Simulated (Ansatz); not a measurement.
Nudged elastic band run: BFH₅SbSi

Input file:

```yaml
crystal:
  periodic: [false, false, false]
  atoms:
    - { symbol: B, position_ang: [-0.826931, 0.484378, 0.483172] }
    - { symbol: Si, position_ang: [1.011232, 0.590483, -0.243264] }
    - { symbol: F, position_ang: [2.23623, 1.070201, 0.726435] }
    - { symbol: Sb, position_ang: [0.358835, -1.894651, 0.110183] }
    - { symbol: H, position_ang: [-1.707626, 0.720281, -0.303333] }
    - { symbol: H, position_ang: [-0.897972, 0.782595, 1.648783] }
    - { symbol: H, position_ang: [1.398873, 0.937284, -1.639842] }
    - { symbol: H, position_ang: [-0.320254, -1.882163, -1.485329] }
    - { symbol: H, position_ang: [-1.163987, -0.854709, 0.686093] }
basis:
  gaussian: { orbitals: def2-mTZVP }
hamiltonian:
  xc: pbe
  dispersion: d4
neb:
  order_check: false
  images: 9
  f_tol: 0.2
  max_iterations: 60
  final_atoms:
    - { symbol: B, position_ang: [-0.98756192, 0.77092975, 0.41292516] }
    - { symbol: Si, position_ang: [0.81904749, 0.85092489, -0.18397684] }
    - { symbol: F, position_ang: [2.10682768, 0.90006749, 0.80591454] }
    - { symbol: Sb, position_ang: [-0.75452638, -1.61744671, 0.23304501] }
    - { symbol: H, position_ang: [-1.80991539, 1.00099252, -0.4363656] }
    - { symbol: H, position_ang: [-1.20771787, 0.98782558, 1.57333058] }
    - { symbol: H, position_ang: [1.38510288, 0.65530799, -1.55593063] }
    - { symbol: H, position_ang: [-0.39769804, -1.74411609, -1.4610841] }
    - { symbol: H, position_ang: [0.93484155, -1.85078643, 0.59503988] }
  initial_path:
    images:
      - { positions_ang: [[-0.826931, 0.484378, 0.483172], [1.011232, 0.590483, -0.243264], [2.23623, 1.070201, 0.726435], [0.358835, -1.894651, 0.110183], [-1.707626, 0.720281, -0.303333], [-0.897972, 0.782595, 1.648783], [1.398873, 0.937284, -1.639842], [-0.320254, -1.882163, -1.485329], [-1.163987, -0.854709, 0.686093]] }
      - { positions_ang: [[-0.85809648, 0.63998944, 0.44443525], [0.92778207, 0.54359547, -0.23163813], [2.14455564, 1.00616904, 0.76281424], [0.33245893, -1.93917267, 0.06496916], [-1.66803905, 0.98700024, -0.34540863], [-1.02533355, 0.85568442, 1.58400776], [1.32956445, 0.89816137, -1.61878406], [-0.30720705, -1.92278243, -1.55670091], [-0.78728495, -1.11494588, 0.87920332]] }
      - { positions_ang: [[-0.88926196, 0.79560088, 0.4056985], [0.84433213, 0.49670795, -0.22001226], [2.05288127, 0.94213708, 0.79919348], [0.30608286, -1.98369434, 0.01975533], [-1.62845211, 1.25371949, -0.38748427], [-1.1526951, 0.92877384, 1.51923252], [1.2602559, 0.85903874, -1.59772612], [-0.29416011, -1.96340187, -1.62807283], [-0.41058289, -1.37518276, 1.07231364]] }
      - { positions_ang: [[-0.92042744, 0.95121231, 0.36696176], [0.7608822, 0.44982042, -0.20838639], [1.96120691, 0.87810512, 0.83557272], [0.27970679, -2.02821601, -0.02545851], [-1.58886516, 1.52043873, -0.4295599], [-1.28005665, 1.00186325, 1.45445728], [1.19094736, 0.81991611, -1.57666819], [-0.28111316, -2.0040213, -1.69944474], [-0.03388084, -1.63541963, 1.26542396]] }
      - { positions_ang: [[-0.95159292, 1.10682375, 0.32822501], [0.67743227, 0.4029329, -0.19676051], [1.86953254, 0.81407317, 0.87195197], [0.25333072, -2.07273768, -0.07067234], [-1.54927822, 1.78715797, -0.47163553], [-1.4074182, 1.07495267, 1.38968204], [1.12163881, 0.78079347, -1.55561025], [-0.26806621, -2.04464074, -1.77081666], [0.34282122, -1.89565651, 1.45853428]] }
      - { positions_ang: [[-0.9827584, 1.26243519, 0.28948826], [0.59398234, 0.35604537, -0.18513464], [1.77785818, 0.75004121, 0.90833121], [0.22695465, -2.11725935, -0.11588618], [-1.50969127, 2.05387721, -0.51371117], [-1.53477975, 1.14804209, 1.3249068], [1.05233026, 0.74167084, -1.53455231], [-0.25501927, -2.08526017, -1.84218857], [0.71952327, -2.15589339, 1.6516446]] }
      - { positions_ang: [[-0.98371911, 1.1641341, 0.31417564], [0.63899537, 0.45502128, -0.18490308], [1.84365208, 0.78004646, 0.88784787], [0.03065845, -2.01729682, -0.04609994], [-1.5697361, 1.84330028, -0.49824205], [-1.46936737, 1.11599879, 1.37459156], [1.11888478, 0.72439827, -1.53882797], [-0.28355502, -2.01703136, -1.76596768], [0.76258692, -2.094872, 1.44032366]] }
      - { positions_ang: [[-0.98467981, 1.06583301, 0.33886302], [0.6840084, 0.55399718, -0.18467152], [1.90944598, 0.81005172, 0.86736454], [-0.16563776, -1.91733429, 0.0236863], [-1.62978092, 1.63272334, -0.48277294], [-1.403955, 1.08395549, 1.42427631], [1.18543931, 0.7071257, -1.54310364], [-0.31209078, -1.94880254, -1.68974679], [0.80565058, -2.03385061, 1.22900271]] }
      - { positions_ang: [[-0.98564051, 0.96753193, 0.3635504], [0.72902143, 0.65297308, -0.18443996], [1.97523988, 0.84005698, 0.84688121], [-0.36193397, -1.81737176, 0.09347253], [-1.68982574, 1.4221464, -0.46730383], [-1.33854262, 1.05191218, 1.47396107], [1.25199383, 0.68985313, -1.5473793], [-0.34062653, -1.88057372, -1.61352589], [0.84871424, -1.97282921, 1.01768177]] }
      - { positions_ang: [[-0.98660121, 0.86923084, 0.38823778], [0.77403446, 0.75194899, -0.1842084], [2.04103378, 0.87006223, 0.82639788], [-0.55823017, -1.71740924, 0.16325877], [-1.74987056, 1.21156946, -0.45183471], [-1.27313024, 1.01986888, 1.52364582], [1.31854835, 0.67258056, -1.55165496], [-0.36916229, -1.81234491, -1.537305], [0.89177789, -1.91180782, 0.80636083]] }
      - { positions_ang: [[-0.98756192, 0.77092975, 0.41292516], [0.81904749, 0.85092489, -0.18397684], [2.10682768, 0.90006749, 0.80591454], [-0.75452638, -1.61744671, 0.23304501], [-1.80991539, 1.00099252, -0.4363656], [-1.20771787, 0.98782558, 1.57333058], [1.38510288, 0.65530799, -1.55593063], [-0.39769804, -1.74411609, -1.4610841], [0.93484155, -1.85078643, 0.59503988]] }
```

Command:

```bash
$ ansatz run input.yaml --threads 2 --pin off --max-ram 3072MiB --backend cpu --events-out ev --progress --plain --runs-dir out
```

Output, in part (warnings, iteration lines, the closing report on the highest movable image, with atoms numbered from 0):

```
NEB end point (image 0): max|allowed force component| = 7.632e-3 eV/Å (the criterion of neb.relax_end_points is 4.000e-2)
NEB end point (image 10): max|allowed force component| = 1.192e-2 eV/Å (the criterion of neb.relax_end_points is 4.000e-2)
NEB iter   1: max|band force component| = 9.221e0 eV/Å  barrier→ = 3.9466 eV  barrier← = 3.8772 eV  Δτ_max = 0.1996 Å  (471 SCF iters)
NEB iter   2: max|band force component| = 3.337e0 eV/Å  barrier→ = 2.9238 eV  barrier← = 2.8544 eV  Δτ_max = 0.2000 Å  (312 SCF iters)
NEB iter   3: max|band force component| = 2.016e0 eV/Å  barrier→ = 2.4939 eV  barrier← = 2.4245 eV  Δτ_max = 0.2000 Å  (267 SCF iters)
NEB iter   4: max|band force component| = 1.591e0 eV/Å  barrier→ = 1.8352 eV  barrier← = 1.7659 eV  Δτ_max = 0.2000 Å  (278 SCF iters)
NEB iter   5: max|band force component| = 8.374e-1 eV/Å  barrier→ = 1.4159 eV  barrier← = 1.3466 eV  Δτ_max = 0.2000 Å  (265 SCF iters)
NEB iter   6: max|band force component| = 9.492e-1 eV/Å  barrier→ = 1.3768 eV  barrier← = 1.3075 eV  Δτ_max = 0.1010 Å  (277 SCF iters)
NEB iter   7: max|band force component| = 6.359e-1 eV/Å  barrier→ = 1.2117 eV  barrier← = 1.1423 eV  CI = image 6  Δτ_max = 0.2000 Å  (268 SCF iters)
NEB iter   8: max|band force component| = 5.657e-1 eV/Å  barrier→ = 0.9882 eV  barrier← = 0.9188 eV  CI = image 6  Δτ_max = 0.2000 Å  (288 SCF iters)
NEB iter   9: max|band force component| = 5.326e-1 eV/Å  barrier→ = 0.9674 eV  barrier← = 0.8981 eV  CI = image 6  Δτ_max = 0.0918 Å  (286 SCF iters)
NEB iter  10: max|band force component| = 2.006e-1 eV/Å  barrier→ = 0.9515 eV  barrier← = 0.8821 eV  CI = image 6  Δτ_max = 0.0480 Å  (277 SCF iters)
NEB iter  11: max|band force component| = 1.957e-1 eV/Å  barrier→ = 0.9486 eV  barrier← = 0.8792 eV  CI = image 6  Δτ_max = 0.0000 Å  (546 SCF iters)
Total energy: -17883.01375222 eV, -657.1886338522 hartree
Atom 0 at    -0.942121     0.763580     0.287442 Å, force    -0.097551    -0.005964    -0.010251 eV/Å
Atom 1 at     0.967780     0.971404    -0.226341 Å, force    -0.019744    -0.009405    -0.005615 eV/Å
Atom 2 at     2.161316     1.238961     0.843909 Å, force     0.087715     0.027938     0.002992 eV/Å
Atom 3 at    -0.101626    -1.387927    -0.094764 Å, force    -0.015843    -0.021390     0.014638 eV/Å
Atom 4 at    -1.740241     1.103664    -0.549848 Å, force     0.019890    -0.003847     0.001506 eV/Å
Atom 5 at    -1.234985     0.872248     1.449452 Å, force     0.016876    -0.010897     0.002838 eV/Å
Atom 6 at     1.522588     1.229972    -1.593440 Å, force     0.011769     0.006656     0.015297 eV/Å
Atom 7 at    -0.599446    -2.402660    -1.370852 Å, force     0.009227    -0.008764     0.009743 eV/Å
Atom 8 at     0.055135    -2.435544     1.237340 Å, force    -0.012339     0.025674    -0.031148 eV/Å
Dipole moment:     0.031317    -0.279399    -0.251481 e Å
```

The forces met the threshold. The threshold of 0.2 eV/Å is loose, so the images may lie well off the minimum-energy path. The order of the stationary point at the top wasn't checked.

Final band (atoms are numbered from 1 in the order of the input):

| image | path coordinate (Å) | energy (eV) | height of Sb4 over the plane of its neighbours (Å) |
| --- | --- | --- | --- |
| 0 | 0.00 | 0.00 | -1.25 |
| 1 | 0.54 | 0.14 | -1.18 |
| 2 | 1.08 | 0.20 | -1.10 |
| 3 | 1.61 | 0.24 | -1.05 |
| 4 | 2.15 | 0.37 | -0.84 |
| 5 | 2.69 | 0.74 | -0.38 |
| 6 | 3.23 | 0.95 | 0.19 |
| 7 | 3.79 | 0.79 | 0.67 |
| 8 | 4.35 | 0.32 | 1.07 |
| 9 | 4.91 | 0.09 | 1.21 |
| 10 | 5.47 | 0.07 | 1.23 |

The run took 2.6 min on 2 threads of AMD EPYC 7R43 64-Core Processor (Zen 3), on a shared host, peak memory 0.17 GiB.
